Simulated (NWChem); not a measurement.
System: boron monoxide dimer (B₂O₂); SMILES O=BB=O

```xyz
4

O      0.0000     0.0000    -2.0254
B      0.0000     0.0000    -0.8262
B      0.0000     0.0000     0.8262
O      0.0000     0.0000     2.0254
```
Atoms are numbered in this order, from 1.

Computed with NWChem. Pople sets run with spherical d functions. Coordinates come from a PBE0/def2-SVP optimisation. B3LYP is NWChem's, with the RPA form of VWN correlation. Atomic charges in e: unrestrained fits to the electrostatic potential beside Mulliken populations; the two definitions need not agree.

For level Hartree-Fock/6-31G*:

```
Property     Result
-----------  ------
ESP O1        -0.52
Mulliken O1   -0.38
ESP B2         0.52
Mulliken B2    0.38
ESP B3         0.52
Mulliken B3    0.38
ESP O4        -0.52
Mulliken O4   -0.38
```

Task: How do the values read with level B3LYP/def2-SVP instead?

Result: 
- ESP O1: -0.40
- Mulliken O1: 0.03
- ESP B2: 0.40
- Mulliken B2: -0.03
- ESP B3: 0.40
- Mulliken B3: -0.03
- ESP O4: -0.40
- Mulliken O4: 0.03
